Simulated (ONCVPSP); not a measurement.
Potentials for Ni compared

Generated with ld1.x 7.5 (TM, RRKJ, ultrasoft, PAW), atompaw 4.2 or ONCVPSP 4.0.1. The cutoff is in Ry: for ld1.x and atompaw files where the sum of valence levels is converged to 10 mRy in a Bessel basis, for ONCV files where the hardest occupied wave has 1 mHa per electron of residual kinetic energy. The error is the largest all-electron minus pseudo excitation energy over each file’s own four to seven test configurations (ionisations up to +4, promotions, holes and added fractions of an electron), all of which were solved. The labels leave out finer settings (local radius, basis sizes, second energies), which also bear on the numbers. Spin-polarised tests are not counted. The rows are a selection from randomly drawn settings: files with unsolved tests, undetermined cutoffs or missed reference levels are left out.

A true bound ghost makes a file unfit for plane-wave use even where its test errors are small: the radial tests pick states by their node count and pass the ghost by.

| potential | cutoff (Ry) | largest error (meV) | bound ghosts |
| --- | --- | --- | --- |
| ONCV, PBE, fully relativistic, rc 1.70/2.75/1.15 (spd), local smoothed, core correction yes, reference 3d8 4s1.5 4p0.5, qcut 4/3.1/15.4, projectors 2/2/2 | 162 | -97 | s |
| ONCV, PBEsol, scalar-relativistic, rc 1.35/0.75/1.55 (spd), local smoothed, core correction yes, reference 3s2 3p6 3d8 4s1.5, qcut 9.5/12.1/11.3, projectors 2/2/2 | 135 | +75 | none |
| ONCV, LDA (Perdew-Zunger), scalar-relativistic, rc 2.25/2.40/1.65 (spd), local smoothed, core correction no, reference 3d8 4s1.75, qcut 3.4/3.9/7.7, projectors 2/3/2 | 132 | +32 | s |
| ONCV, PBEsol, scalar-relativistic, rc 1.10/0.95/0.95 (spd), local d, core correction yes, reference 3s2 3p6 3d8 4s2, qcut 13.1/11.8/18.7, projectors 2/2/0 | 231 | -47 | none |
| ONCV, PBEsol, scalar-relativistic, rc 2.40/2.20/0.95 (spd), local smoothed, core correction yes, reference 3d8 4s2, qcut 2.8/3.1/19.5, projectors 2/2/2 | 245 | -324 | s |

(1) Fill in the row for Ni: ONCV, LDA (Perdew-Zunger), fully relativistic, rc 1.25/0.95/1.00 (spd), local smoothed, core correction yes, reference 3s2 3p6 3d8 4s2, qcut 10.7/16.4/14.7, projectors 3/2/3.

(2) Fill in the row for Ni: ONCV, LDA (Perdew-Zunger), fully relativistic, rc 1.05/1.15/0.90 (spd), local smoothed, core correction no, reference 3s2 3p6 3d8, qcut 9.7/10.8/18, projectors 3/2/2.

Results:

(1) cutoff 179 Ry, largest error +3.4 meV, bound ghosts: none.

(2) cutoff 232 Ry, largest error +5.3 meV, bound ghosts: none.
